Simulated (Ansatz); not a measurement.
Molecule: sum formula WO₂Cl, net charge 1, singlet state. SMILES: [O]=[W+](=[O])[Cl]
Geometry: optimised at B3LYP-D3(BJ)/def2-TZVP (Ansatz, a quantum-chemistry and plane-wave program).

Quantity: vertical ionisation energy (to the doublet state of charge +2; each state is the SCF solution reached for its spin; the UHF <S^2> is 1.29 for the doublet (pure: 0.75); for the doublet T1 is 0.064; for the singlet the Hartree-Fock reference is unstable and T1 is 0.030), in eV. Valence correlation only, unless marked. UHF or UKS for open shells. No spin-orbit coupling. Frozen are the shells of the preceding noble gas and the d and f shells that filled before the atom's block. In def2 rows, elements after Kr have scalar-relativistic effective core potentials. CBS(X,Y): correlation extrapolated as X^-3; Hartree-Fock from the larger set.

```csv
level,program,vertical ionisation energy (eV)
HF/def2-SVPD,Ansatz,16.19
HF/def2-TZVPPD,Ansatz,16.01
SVWN5/def2-TZVPD,Ansatz,17.78
r2SCAN/def2-TZVPD,Ansatz,17.64
B3LYP/def2-TZVPD,Ansatz,17.82
PBE0/def2-TZVPD,Ansatz,17.80
BHLYP/def2-TZVPD,Ansatz,17.68
CAM-B3LYP/def2-TZVPD,Ansatz,17.98
B2PLYP/def2-TZVPD,Ansatz,18.25
MP2/def2-SVPD,Ansatz,20.21
"RI-MP2/CBS(def2-TZVPPD,def2-QZVPPD)",Ansatz,20.34
SCS-MP2/def2-SVPD,Ansatz,19.99
CCSD/def2-SVPD,Ansatz,17.72
CCSD(T)/def2-SVPD,Ansatz,17.89
```
